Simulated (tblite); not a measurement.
C₈H₁₇P.
Atom-mapped SMILES: `[CH2:1]=[CH:2][P:3]([CH2:4][CH3:5])[CH2:6][CH2:7][CH2:8][CH3:9]` (hydrogens: H10, H11 on C1; H12 on C2; H13, H14 on C4; H15, H16, H17 on C5; H18, H19 on C6; H20, H21 on C7; H22, H23 on C8; H24, H25, H26 on C9)

Computed with GFN2-xTB (tblite), gas phase: L-BFGS steps from a force-field or distance-geometry start until the largest atomic force falls under 0.01 eV/Å.

Step 164: E = -769.4881 eV
```
atom  x, y, z in Å  |  force x, y, z in eV/Å
C1     -1.3158   -2.8909    0.1502    0.016  -0.004  -0.003
C2     -1.0511   -1.7361   -0.4378    0.001  -0.023   0.023
P3     -0.9776   -0.1670    0.4935    0.003   0.024   0.001
C4     -2.6001    0.5023   -0.1556   -0.018   0.000   0.001
C5     -2.8715    1.9148    0.3419   -0.005  -0.018  -0.036
C6      0.1545    0.7560   -0.6677    0.020   0.000  -0.018
C7      1.5719    0.1946   -0.6687    0.010  -0.005  -0.005
C8      2.2484    0.3317    0.6914    0.007   0.003  -0.016
C9      3.6870   -0.1685    0.6637   -0.009  -0.005   0.011
H10    -1.4791   -2.9545    1.2143    0.015   0.010  -0.015
H11    -1.3806   -3.8188   -0.3975   -0.005   0.006  -0.004
H12    -0.8795   -1.6827   -1.5082   -0.003   0.005  -0.013
H13    -3.3822   -0.1697    0.2079    0.001  -0.026   0.004
H14    -2.6029    0.4634   -1.2496   -0.005   0.016   0.016
H15    -3.8452    2.2605   -0.0018    0.000   0.003  -0.013
H16    -2.1140    2.6050   -0.0224   -0.009   0.019   0.014
H17    -2.8651    1.9355    1.4288    0.023   0.024   0.027
H18    -0.2647    0.7227   -1.6792   -0.011  -0.018  -0.003
H19     0.1814    1.8020   -0.3488   -0.018  -0.012   0.018
H20     2.1618    0.7234   -1.4239    0.015   0.003   0.012
H21     1.5477   -0.8618   -0.9494   -0.005  -0.010  -0.002
H22     2.2346    1.3815    0.9945   -0.010  -0.018   0.018
H23     1.6756   -0.2394    1.4283   -0.007   0.035  -0.022
H24     4.2815    0.4081   -0.0420   -0.009   0.010  -0.017
H25     4.1419   -0.0761    1.6465    0.006  -0.007   0.019
H26     3.7222   -1.2137    0.3650   -0.004  -0.011   0.004
```

Step 165: E = -769.4885 eV
```
atom  x, y, z in Å  |  force x, y, z in eV/Å
C1     -1.3118   -2.8905    0.1492    0.017  -0.019   0.004
C2     -1.0537   -1.7348   -0.4393    0.004   0.000   0.007
P3     -0.9780   -0.1660    0.4927    0.003   0.020  -0.003
C4     -2.6017    0.5031   -0.1552   -0.004   0.016   0.003
C5     -2.8745    1.9152    0.3428    0.001   0.001  -0.014
C6      0.1560    0.7543   -0.6694    0.002   0.003  -0.012
C7      1.5732    0.1933   -0.6674    0.004  -0.008  -0.005
C8      2.2494    0.3333    0.6926    0.011  -0.005  -0.018
C9      3.6873   -0.1694    0.6650   -0.004  -0.007   0.018
H10    -1.4649   -2.9570    1.2146    0.012   0.013  -0.018
H11    -1.3799   -3.8171   -0.4000   -0.004  -0.003  -0.005
H12    -0.8916   -1.6793   -1.5116   -0.006   0.003   0.004
H13    -3.3833   -0.1704    0.2057    0.000  -0.026   0.010
H14    -2.6039    0.4678   -1.2490   -0.005   0.007   0.004
H15    -3.8507    2.2587    0.0039    0.002  -0.002  -0.015
H16    -2.1206    2.6074   -0.0265   -0.014   0.009   0.017
H17    -2.8627    1.9395    1.4303    0.023   0.013   0.006
H18    -0.2617    0.7180   -1.6812   -0.016  -0.019  -0.012
H19     0.1816    1.8010   -0.3542   -0.016   0.001   0.025
H20     2.1632    0.7184   -1.4248    0.019   0.008   0.016
H21     1.5471   -0.8637   -0.9450    0.002  -0.020  -0.002
H22     2.2374    1.3839    0.9939   -0.013  -0.028   0.014
H23     1.6766   -0.2368    1.4306   -0.007   0.044  -0.026
H24     4.2838    0.4078   -0.0384   -0.012   0.003  -0.021
H25     4.1415   -0.0796    1.6484    0.007  -0.005   0.023
H26     3.7211   -1.2148    0.3655   -0.005   0.000   0.000
```

Question: Estimate the geometry and energy of step 166. (The exact step hangs on the optimiser's Hessian estimate; all steps are aligned on step 165, rigid shifts and turns removed.)

Answer: E = -769.4888 eV, largest force 0.047 eV/Å
```
atom  x, y, z in Å  |  force x, y, z in eV/Å
C1     -1.3088   -2.8908    0.1474    0.021   0.007  -0.022
C2     -1.0556   -1.7338   -0.4413    0.002  -0.006   0.016
P3     -0.9780   -0.1652    0.4919    0.002   0.009  -0.005
C4     -2.6033    0.5036   -0.1537    0.012   0.026   0.010
C5     -2.8770    1.9160    0.3431    0.000   0.018   0.011
C6      0.1574    0.7528   -0.6708   -0.014   0.004  -0.006
C7      1.5745    0.1917   -0.6661   -0.001  -0.010  -0.006
C8      2.2504    0.3347    0.6937    0.008  -0.011  -0.016
C9      3.6876   -0.1699    0.6662    0.002  -0.006   0.018
H10    -1.4556   -2.9589    1.2130    0.008   0.011   0.000
H11    -1.3794   -3.8161   -0.4033   -0.001  -0.011  -0.006
H12    -0.8988   -1.6762   -1.5145   -0.009   0.000   0.011
H13    -3.3833   -0.1716    0.2071   -0.002  -0.022   0.014
H14    -2.6062    0.4703   -1.2471   -0.005  -0.002  -0.013
H15    -3.8558    2.2568    0.0085    0.005  -0.007  -0.013
H16    -2.1272    2.6097   -0.0319   -0.012   0.005   0.013
H17    -2.8588    1.9457    1.4311    0.019  -0.001  -0.015
H18    -0.2592    0.7135   -1.6828   -0.018  -0.016  -0.017
H19     0.1810    1.7999   -0.3578   -0.010   0.009   0.024
H20     2.1651    0.7142   -1.4249    0.019   0.008   0.016
H21     1.5468   -0.8662   -0.9408    0.008  -0.016   0.001
H22     2.2391    1.3857    0.9943   -0.011  -0.031   0.005
H23     1.6775   -0.2337    1.4325   -0.011   0.040  -0.023
H24     4.2847    0.4077   -0.0366   -0.013  -0.006  -0.016
H25     4.1419   -0.0823    1.6499    0.006  -0.002   0.020
H26     3.7199   -1.2154    0.3662   -0.004   0.009  -0.002
```

The energy changes by -0.0004 eV. The first-order estimate −F·Δx gives -0.0005 eV and the mean of the old and new forces, exact on a quadratic surface, -0.0004 eV. The step makes an angle of 79° with the force vector and moves no atom by more than 0.010 Å.

What follows is the cost of the whole relaxation. On one thread of an AMD EPYC 7B13, on a shared host, this took 2.6 s.
